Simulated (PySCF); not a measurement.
One of the candidates below gave these computed data.

All candidates are C5H5NO3.

- NMR, other nuclei: isotropic shieldings of nuclei other than C and H, by class: -172 (1 N), -101 (1 O), -78 (1 O), 147 (1 O) ppm [GIAO PBE0/pcSseg-1]
- 13C NMR: chemical shifts (computed TMS as zero) by class: 168.5 (1 C), 165.8 (1 C), 160.9 (1 C), 115.4 (1 C), 54.2 (1 C) ppm [GIAO PBE0/pcSseg-1]
- Rotational structure: rotational constants A, B, C: 4.762, 1.064, 0.875 GHz [GFN2-xTB]
- UV, strongest line: among the 8 lowest singlet transitions: S6 at 7.56 eV (164 nm, f = 0.429) [TDDFT CAM-B3LYP/def2-SVPD]
- Triplet: lowest triplet excitation (Tamm–Dancoff): 4.09 eV [TDA CAM-B3LYP/def2-SVPD]
- Dipole: 1.00 D [CAM-B3LYP/def2-SVPD]
- Polarisability: 73.1 au [CAM-B3LYP/def2-SVPD]

The electronic properties come from PySCF, for the isolated species, density fitting. Levels stand in brackets. One conformer (not necessarily the lowest) at the GFN2-xTB geometry, without solvent, vibrations or thermal averaging. NMR classes are plain means over equivalent atoms (diastereotopic ones count apart unless rotation or inversion swaps them), as if these changed places fast.

Task: Which candidate is it?
A. `C/N=C\c1coc(=O)o1`
B. `N#CC1COC(=O)OC1`
C. `COC(=O)c1ccon1`

Result: C. It is `COC(=O)c1ccon1`. Numbering: `[CH3:1][O:2][C:3](=[O:4])[c:5]1[cH:6][cH:7][o:8][n:9]1`. Its formula, C5H5NO3, gives 4 degrees of unsaturation: 1 ring and 3 π bonds in the structure found (Kekulé form). 5 carbons fall into 5 classes; from least to most shielded: ester carbonyl carbon [C3] (168.5 ppm), aromatic CH next to a ring oxygen [C7] (165.8 ppm), substituted aromatic carbon [C5] (160.9 ppm), aromatic CH carbon [C6] (115.4 ppm), methoxy carbon [C1] (54.2 ppm). The other shieldings belong to: -172 ppm, pyridine-type nitrogen [N9]; -101 ppm, ester carbonyl oxygen [O4]; -78 ppm, ring oxygen [O8]; 147 ppm, ester single-bonded oxygen [O2]. The optimised geometry has point group Cs and is an asymmetric top.

The others, at the same levels:
- `C/N=C\c1coc(=O)o1` fails: its computed 13C shifts are 155.6 (1 C), 151.4 (1 C), 142.9 (1 C), 139.5 (1 C), 44.2 (1 C) ppm, rotational constant A is 5.489 GHz (against 4.762 GHz) and smallest rotational constant is 0.832 GHz (against 0.875 GHz).
- `N#CC1COC(=O)OC1` fails: it has 4 carbon classes against 5; its computed 13C shifts are 147.6 (1 C), 118.6 (1 C), 71.1 (2 C), 24.3 (1 C) ppm and rotational constant A is 5.008 GHz (against 4.762 GHz).

Each candidate is one conformer, not necessarily the lowest. The conformers computed, where there is a choice (atom-mapped SMILES and torsion angles):
- `[CH3:1][O:2][C:3](=[O:4])[c:5]1[cH:6][cH:7][o:8][n:9]1`: C1–O2–C3–O4 0°, O2–C3–C5–C6 180°
- `[CH3:1]/[N:2]=[CH:3]\[c:4]1[cH:5][o:6][c:7](=[O:8])[o:9]1`: N2–C3–C4–C5 6°

The conformers of `N#CC1COC(=O)OC1` aren't listed.
